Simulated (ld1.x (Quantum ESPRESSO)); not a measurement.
## u(r) = r·R(r): atom against pseudo-atom (Pd)

Columns: radius, all-electron u(r) and pseudo u(r) of the 4d shell (level -4.05 eV) of palladium in the configuration [Ar] 3d10 4s2 4p6 4d10 5s0 5p0; PBE, scalar-relativistic, TM scheme, ld1.x (Quantum ESPRESSO) 7.5.

| r (bohr) | all-electron | pseudo |
| --- | --- | --- |
| 0.108 | 0.2131 | -0.0057 |
| 0.215 | 0.4118 | -0.0419 |
| 0.322 | 0.3100 | -0.1254 |
| 0.430 | 0.0464 | -0.2539 |
| 0.538 | -0.2386 | -0.4055 |
| 0.645 | -0.4758 | -0.5521 |
| 0.752 | -0.6488 | -0.6753 |
| 0.860 | -0.7604 | -0.7660 |
| 0.968 | -0.8197 | -0.8201 |
| 1.075 | -0.8403 | -0.8403 |
| 1.182 | -0.8345 | -0.8345 |
| 1.290 | -0.8114 | -0.8114 |
| 1.398 | -0.7778 | -0.7778 |
| 1.505 | -0.7388 | -0.7388 |
| 1.612 | -0.6972 | -0.6972 |
| 1.720 | -0.6546 | -0.6546 |
| 1.828 | -0.6127 | -0.6127 |
| 1.935 | -0.5727 | -0.5727 |
| 2.042 | -0.5347 | -0.5347 |
| 2.150 | -0.4984 | -0.4984 |
| 2.258 | -0.4644 | -0.4644 |
| 2.365 | -0.4328 | -0.4328 |
| 2.472 | -0.4034 | -0.4034 |
| 2.580 | -0.3758 | -0.3758 |
| 2.688 | -0.3502 | -0.3502 |
| 2.795 | -0.3265 | -0.3265 |

How many radial nodes do the two functions have?

The all-electron 4d function has n − l − 1 = 1; the pseudo-wave has 0, since the states of the same l below it are removed with the core.

At about which radius was the pseudo-wave matched?

1.10 bohr. The columns agree to 0.0005 from 0.97 bohr on; several derivatives are matched, so the curves merge somewhat inside the radius.

Is the pseudo-wave norm-conserving?

Yes: the TM scheme keeps the norm inside the radius equal to the all-electron one, which fixes the energy derivative of the logarithmic derivative at the level.
